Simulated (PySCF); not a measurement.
Ionisation energy of Mn²⁺ by level of theory

Mn²⁺ [Ar] 3d5 (6S) → Mn³⁺ [Ar] 3d4 (5D), as a difference of total energies. All numbers are calculated (PySCF 2.14, the spin-free X2C one-electron Hamiltonian (Gaussian nucleus), in aug-cc-pwCVTZ-DK with one added diffuse shell each of s, p, d, f, g type (11s10p8d5f4g, 152 functions)). The calculations carry no spin-orbit coupling.

Problem. Order these methods by the ionisation energy they give, lowest first.
A. revPBE
B. TPSS
C. M06
D. UHF

Solution. D (32.352 eV), B (33.764 eV), C (33.859 eV), A (33.952 eV).

The reference lies between the lowest fine-structure levels, while these numbers refer to the centres of the terms.

For comparison: 33.668 ± 0.012 eV (measured; NIST Atomic Spectra Database, ionization energies).
